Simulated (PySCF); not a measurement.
# How methods differ on the excitation energy of Os⁺

Os⁺ [Xe] 4f14 5d6 6s1 (6D) → Os⁺ [Xe] 4f14 5d5 6s1 6p1 (8P), as a difference of total energies. Computed with PySCF 2.14 in def2-QZVPPD with the def2 core potential (60 electrons) (7s5p4d4f2g, 88 functions), with scalar relativity through the core potential. Correlated levels: valence: 5s2 5p6 frozen. The calculations carry no spin-orbit coupling.

```tsv
method	excitation energy (eV)
UHF	3.536
MP2 (valence)	4.766
SCS-MP2 (valence)	5.210
CCSD (valence)	4.697
CCSD(T) (valence)	4.765
```

How much does correlation contribute at CCSD(T) (valence)?

4.765 − (3.536) = 1.229 eV, measured against UHF.
